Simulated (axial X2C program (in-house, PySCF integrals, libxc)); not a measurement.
# How long does MnI⁺ take?

A bond scan computed with an axial X2C code built on PySCF integrals. Basis: I dyall-cv3z [11s12p8d4f1g], Mn dyall-cv3z [9s10p6d3f2g] (cores contracted in-house).

Input:
```json
{"zs": [53, 25], "q": 1, "bas": ["dyall-cv3z", "dyall-cv3z"], "levels": ["PBE0", "HF", "TPSS"], "cc": true, "r0": 2.52, "thr": -2.0, "nmax": 90, "npts": 10, "nst": 2, "ntry": 6}
```
```bash
python so2c.py task.json out
```

Keys: zs atomic numbers; q charge; bas basis sets; levels methods; cc coupled cluster on or off; r0 starting distance in Å; thr threshold in hartree for freezing inner shells (an s shell follows its p shell); nmax most natural virtual spinors; npts points on the curve; nst determinants followed; ntry starts of the search. HF also brings MP2.

Hardware: 1 thread of Arm Neoverse V2, on a shared host.

Wall time of one point of each curve, integrals apart:

| Hamiltonian | level | points | seconds a point |
| --- | --- | --- | --- |
| spin-free | PBE0 | 7 | 0.71 |
| spin-free | HF | 7 | 0.46 |
| spin-free | CCSD(T) (13 electrons, 90 virtuals) | 7 | 4.2 |
| spin-free | TPSS | 7 | 0.94 |
| 2c | PBE0 | 7 | 1.1 |
| 2c | HF | 7 | 0.95 |
| 2c | CCSD(T) (13 electrons, 90 virtuals) | 7 | 5 |
| 2c | TPSS | 7 | 0.97 |

The rest:

Search with its distance optimisation 78 s, atoms 15 s, whole task 210 s. Coupled cluster runs on the points near the minimum only. The program drops outer points, and coupled cluster, when its time limit (not in the input) nears; MP2, further determinants and curves that did not converge are not in the table.
